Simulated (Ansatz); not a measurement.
Four-centre ligand exchange

Start structure (BH4ClO3, singlet), relaxed at PBE0-D4/def2-TZVP:

```
9
angstrom
B -0.4815 0.2139 -0.4663
O 0.5390 0.8320 0.2286
O -0.7187 -1.1118 -0.3062
O -1.2359 0.9713 -1.3097
H 1.4910 -0.2407 1.3281
Cl 1.8385 -1.3472 1.9244
H 0.6109 1.7695 0.0346
H -0.1241 -1.5468 0.3153
H -1.9193 0.4599 -1.7487
```

The step: BH₃O₃ ([OH][B]([OH])[OH]) + HCl → BH₂ClO₂ ([OH][B]([OH])[Cl]) + H₂O; bonds formed: B1–Cl6, O2–H5; bonds broken: B1–O2, H5–Cl6. Ansatz 0.2.0; basis: def2-TZVPP and def2-QZVPP; cores frozen in the correlated methods. Extrapolation: Hartree–Fock as exp(−7.88 √X), correlation as X^−2.97. Energies below are by CCSD(T) at an estimated basis limit (MP2 extrapolated from triple and quadruple zeta, plus CCSD(T) − MP2 in triple zeta).

Problem. What are the electronic barrier and the energy of the step, from the start structure to the end structure? (An estimate is asked for; the value comes from the calculation.)

Solution. Computed: Barrier 118.7 kJ/mol; step energy 46.8 kJ/mol (uphill); reverse barrier, their difference, 71.8 kJ/mol. Barrier and step energy count from the start structure, the reverse barrier from the end structure.

The saddle point: One imaginary mode of 435i cm⁻¹.
| pair | start (Å) | saddle (Å) | end (Å) |
| --- | --- | --- | --- |
| B1–Cl6 | 3.68 | 2.36 | 1.77 |
| O2–H5 | 1.81 | 1.08 | 0.96 |
| B1–O2 | 1.38 | 1.53 | 3.78 |
| H5–Cl6 | 1.30 | 1.73 | 3.45 |

Zero-point energy (harmonic, PBE0-D4): ZPE is 153.5 kJ/mol at the start and 152.6 kJ/mol at the saddle, so the barrier goes from 118.7 to 117.8 kJ/mol.

T1 diagnostic: at most 0.012.

Hydrogen chloride, the by-product of chloride precursors, can attack films and sites by steps of this kind.

Labels in which every atom is bracketed show which atoms are joined, not bond orders.

For scale, one of the runs: CCSD(T)/def2-TZVPP, 222 basis functions, launched by `ansatz run in.yaml --threads 4 --pin off --events-out ev --progress --plain --max-ram 9574MiB`. Hardware: 4 CPU threads of an Arm Neoverse V2, shared host. Wall time 93 s; peak host memory 3.7 GiB.
